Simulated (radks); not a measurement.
Species: the lanthanum ion La2+. Configuration: [Xe] 5d1. All-electron calculation, non-relativistic Kohn-Sham, PBE, spin-polarised, spherical densities, point nucleus; open shells are filled with parallel spins first (spin-orbit coupling, left out, can overturn this in heavy ions); relativity is left out, which matters for an element this heavy. Program: a radial shooting solver on a logarithmic mesh with Libxc functionals.

Radial electron density D(r) = 4 pi r^2 rho(r):

| r (bohr) | D(r) (e/bohr) | spin D(r) |
|---|---|---|
| 0.00117 | 1.975 | -0.00000968 |
| 0.001362 | 2.619 | -0.0000128 |
| 0.001573 | 3.410 | -0.0000167 |
| 0.001817 | 4.423 | -0.0000217 |
| 0.002098 | 5.714 | -0.0000280 |
| 0.002423 | 7.344 | -0.0000360 |
| 0.002821 | 9.512 | -0.0000466 |
| 0.003258 | 12.07 | -0.0000591 |
| 0.003762 | 15.20 | -0.0000745 |
| 0.004345 | 18.97 | -0.0000930 |
| 0.005018 | 23.44 | -0.000115 |
| 0.005795 | 28.63 | -0.000141 |
| 0.006747 | 34.83 | -0.000172 |
| 0.007791 | 41.28 | -0.000205 |
| 0.008998 | 48.06 | -0.000240 |
| 0.01039 | 54.82 | -0.000278 |
| 0.012 | 61.12 | -0.000317 |
| 0.01397 | 66.67 | -0.000361 |
| 0.01614 | 70.34 | -0.000405 |
| 0.01863 | 72.05 | -0.000458 |
| 0.02152 | 71.71 | -0.000523 |
| 0.02485 | 69.67 | -0.000609 |
| 0.02893 | 66.67 | -0.000722 |
| 0.03342 | 64.48 | -0.000829 |
| 0.03859 | 64.49 | -0.000872 |
| 0.04457 | 67.83 | -0.000705 |
| 0.05147 | 74.59 | -0.0000615 |
| 0.05992 | 83.90 | 0.00158 |
| 0.0692 | 91.89 | 0.00459 |
| 0.07992 | 95.89 | 0.00949 |
| 0.0923 | 93.95 | 0.0164 |
| 0.1066 | 86.79 | 0.0249 |
| 0.1231 | 78.03 | 0.0334 |
| 0.1433 | 72.40 | 0.0397 |
| 0.1655 | 73.48 | 0.0402 |
| 0.1911 | 78.97 | 0.0335 |
| 0.2208 | 82.74 | 0.0208 |
| 0.2549 | 78.50 | 0.00672 |
| 0.2968 | 63.91 | -0.00120 |
| 0.3428 | 46.16 | 0.00547 |
| 0.3958 | 33.04 | 0.0281 |
| 0.4572 | 29.12 | 0.0603 |
| 0.528 | 31.92 | 0.0870 |
| 0.6146 | 34.68 | 0.0903 |
| 0.7098 | 32.02 | 0.0628 |
| 0.8198 | 24.69 | 0.0190 |
| 0.9467 | 16.60 | -0.00988 |
| 1.093 | 11.05 | 0.0101 |
| 1.273 | 8.526 | 0.104 |
| 1.47 | 7.721 | 0.248 |
| 1.698 | 6.833 | 0.398 |
| 1.961 | 5.313 | 0.494 |
| 2.264 | 3.510 | 0.500 |
| 2.615 | 1.968 | 0.423 |
| 3.044 | 0.9109 | 0.297 |
| 3.516 | 0.3877 | 0.183 |
| 4.06 | 0.1503 | 0.0973 |
| 4.689 | 0.05354 | 0.0432 |
| 5.416 | 0.01695 | 0.0155 |
| 6.305 | 0.004112 | 0.00399 |
| 7.281 | 0.0008247 | 0.000817 |
| 8.409 | 0.0001204 | 0.000120 |

D(r) has 4 maxima, at r = 0.0196, 0.0819, 0.223, 0.620 bohr, and minima at 0.0359, 0.150, 0.454 bohr, inside which lie 1.98, 11.39, 28.96 electrons.
